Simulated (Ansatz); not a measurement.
Consider the isomerisation: `B[SiH2]C(F)Cl` → `C[SiH2]B(F)Cl`.

Computed with Ansatz on PBE0-D4/def2-TZVP structures; ΔE is electronic, products minus reactants. CCSD(T)/CBS is the MP2 limit (def2-TZVPP, def2-QZVPP) plus CCSD(T) − MP2 in def2-TZVPP, frozen cores. Functionals use def2-TZVPP. One conformer a species, not always the lowest.

```
        level  ΔE (kJ/mol)
          PBE       -408.3
HF/def2-QZVPP       -408.1
```

Question: What does CCSD(T)/CBS give? (An estimate is asked.)

Answer: Computed: -415.1 kJ/mol. The listed levels differ from it by 6.8, 7.0 kJ/mol.

Largest T1 diagnostic among the species: 0.013.

In def2-TZVPP, CCSD(T) changes the Hartree–Fock value by −8.3 kJ/mol (the triples alone add −0.9 kJ/mol) and MP2 by −21.5 kJ/mol. From PBE to PBE0 (25 % exact exchange), in def2-TZVPP and without D4, ΔE moves by −5.8 kJ/mol.
